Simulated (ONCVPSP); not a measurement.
# Cutoff test, Mn (Z = 25), ONCV

```
Element                 : Mn (Z = 25)
Generator               : ONCVPSP 4.0.1
Type                    : optimised norm-conserving Vanderbilt (ONCV)
Functional              : PBE
Relativity              : scalar-relativistic
Frozen core             : [Ne] 3s2
Valence charge          : 13
Reference configuration : 3p6 3d5 4s1.75 4p0.25
Partial waves           : 4s: rc 2.15 bohr, ncon 4, nbas 7, qcut 3 1/bohr, 2 projectors, debl 2.5 Ha; 3p+4p: rc 1.30 bohr, ncon 5, nbas 9, qcut 12.2 1/bohr, 3 projectors, debl 3.8 Ha; 3d: rc 1.35 bohr, ncon 3, nbas 8, qcut 11.4 1/bohr, 2 projectors, debl 2.4 Ha
Local potential         : polynomial inside 1.10 bohr (lpopt 5, dvloc0 2 Ha)
Core correction         : Teter function fitted to the true core (icmod 2), fcfact 0.55
```

Question: For each optimised wave give the share of its norm inside rc, the residual kinetic energy above qcut (Ha) and the cutoffs (Ha) for errors of 10, 1, 0.1 and 0.01 mHa per electron.

Answer:

| wave | norm inside rc | residual KE | 10 mHa | 1 mHa | 0.1 mHa | 0.01 mHa |
| --- | --- | --- | --- | --- | --- | --- |
| 4s | 0.222 | 3.7e-04 | 2.4 | 3.9 | 7.2 | 16.4 |
| s projector 2 | 0.134 | 5.6e-02 | 6.1 | 19.9 | 36.8 | 46.6 |
| 3p | 0.865 | 1.9e-07 | 22.2 | 28.1 | 48.0 | 60.3 |
| 4p | 0.015 | 1.3e-08 | 12.9 | 20.4 | 26.6 | 43.7 |
| p projector 3 | 0.061 | 5.0e-07 | 20.5 | 27.0 | 45.7 | 62.0 |
| 3d | 0.675 | 1.6e-06 | 40.9 | 49.2 | 55.6 | 60.7 |
| d projector 2 | 0.080 | 4.8e-06 | 40.5 | 50.1 | 57.1 | 63.4 |

The occupied waves need 49 Ha and 56 Ha for 1 and 0.1 mHa. Note: ghosts flagged at negative energy: s at -3.8 eV; no localised positive-energy state flagged. A true bound ghost makes a file unfit for plane-wave use. 2 of 4 tests not solved or not reliable.
